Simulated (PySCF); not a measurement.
CH2BF3S: core ionisation energies

CH₂BF₃S.
Numbering: `[BH2:1][S:2][C:3]([F:4])([F:5])[F:6]`

Geometry (PBE0-D3(BJ)/def2-SVP, Å), atoms numbered from 1 in this order:
```xyz
8
CH2BF3S angstrom
B      1.5299    0.2199   -0.4056
S      0.2408   -0.9585   -0.6913
C     -1.1487   -0.2321    0.2574
F     -1.4682    0.9764   -0.1819
F     -2.2035   -1.0226    0.1155
F     -0.8655   -0.1353    1.5488
H      2.5777   -0.0374   -0.9370
H      1.3440    1.1922    0.2744
```

Method: PySCF, delta-SCF UKS SCAN, pcX-2 on the ionised atom, pcseg-1 elsewhere, spin-free X2C. These are vertical core ionisation energies against the vacuum level, from separate self-consistent calculations with and without the core hole.

Problem. List the computed XPS lines with their assignment.

Solution. 
| atom(s) | environment | level | binding energy (eV) | count |
| --- | --- | --- | --- | --- |
| B1 | three-coordinate boron | B 1s | 196.80 | 1 |
| S2 | sulfur bonded to B and C | S 1s | 2478.37 | 1 |
| C3 | CF3 carbon | C 1s | 298.91 | 1 |
| F4/F5/F6 | fluorine of a CF3 group | F 1s | 694.49 | 3 |

Problem. Which photon wavelength matches the B 1s of B1 threshold?

Solution. λ = hc/E = 12398.42 eV Å / 196.80 eV = 63.000 Å.

Topologically equivalent atoms share the value of their first member; where this conformer doesn't relate them by symmetry, their own values could differ. Not every level is listed. The unrestricted hole states depart most from a pure doublet (⟨S²⟩ = 0.75; over 0.85 named) for B 1s of B1 (0.96), which makes this value less certain. The structure is a single PBE0-D3(BJ)/def2-SVP conformer in the gas phase; no vibrational or solvent corrections.
